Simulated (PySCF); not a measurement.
**Reproducing measurements on benzonitrile**

**Experimental background.**

From NIST CCCBDB Release 22 (SRD 101), experimental dipoles, for the gas: dipole moment (microwave Stark effect, vibrational ground state) 4.515 ± 0.0068 D.

The results are set against them at the end.

Benzonitrile, C7H5N.
SMILES with atom numbers: `[N:1]#[C:2][c:3]1[cH:4][cH:5][cH:6][cH:7][cH:8]1` (hydrogens: H9 on C4; H10 on C5; H11 on C6; H12 on C7; H13 on C8)

Geometry (BHandHLYP/def2-SVP, Å), atoms numbered from 1 in this order:
```xyz
13
C7H5N angstrom
N      3.544    0.657    0.001
C      2.415    0.460   -0.013
C      1.001    0.213   -0.031
C      0.105    1.280    0.053
C     -1.258    1.036    0.036
C     -1.732   -0.266   -0.064
C     -0.842   -1.329   -0.147
C      0.524   -1.095   -0.131
H      0.483    2.293    0.130
H     -1.954    1.864    0.101
H     -2.800   -0.453   -0.076
H     -1.212   -2.344   -0.225
H      1.225   -1.918   -0.195
```

The PySCF runs (gas phase, on this BHandHLYP/def2-SVP geometry; no spin–orbit coupling):

| level | job | basis functions | wall time |
| --- | --- | --- | --- |
| BHandHLYP/def2-SVP, grid level 1 | geometry optimisation from a GFN2-xTB start | 137 | 21 s |

Hardware: one thread of an Arm Neoverse V2 (shared host).

## Comparison

**Dipole moment.** Measured: 4.515 D (NIST CCCBDB Release 22 (SRD 101), experimental dipoles).

| level | computed (D) | computed − measured (D) | % (from the printed values) |
| --- | --- | --- | --- |
| BHandHLYP/def2-SVP | 4.541 | +0.026 | +1 |

The computed dipoles belong to one fixed geometry; measured ones are averaged over vibrations unless marked μe. Magnitudes are compared, not signs.

No measured geometry was used, and the causes of the misses weren't examined.
